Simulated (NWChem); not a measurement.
System: CH3FO3Si; SMILES O[Si]1(F)OCO1

```xyz
9

O      1.3217    -1.3619     0.0000
Si     0.0177    -0.3636     0.0000
F     -1.3058    -1.3058     0.0000
O      0.0030     0.8969    -1.1194
C     -0.0272     1.8050     0.0000
O      0.0030     0.8969     1.1194
H      1.1396    -2.3176     0.0000
H      0.8690     2.4653     0.0000
H     -0.9626     2.4089     0.0000
```
Atoms are numbered in this order, from 1.

Program: NWChem. Structure relaxed at the PBE-D3(BJ)/def2-SVP level. Total energies compare along this basis series because the functional is fixed.

```csv
level,basis functions,energy (Ha),highest occupied level (eV),orbital gap (eV),dipole (D),relative time
TPSS/def2-SVP,103,-654.7579,-7.10,6.95,0.91,1
TPSS/def2-SVPD,160,-654.7968,-7.41,6.42,0.72,4
TPSS/def2-TZVP,210,-655.3258,-7.27,6.72,0.78,4
TPSS/def2-TZVPP,239,-655.3279,-7.27,6.71,0.77,6
```

The last column is a rough cost ratio, cheapest run = 1.
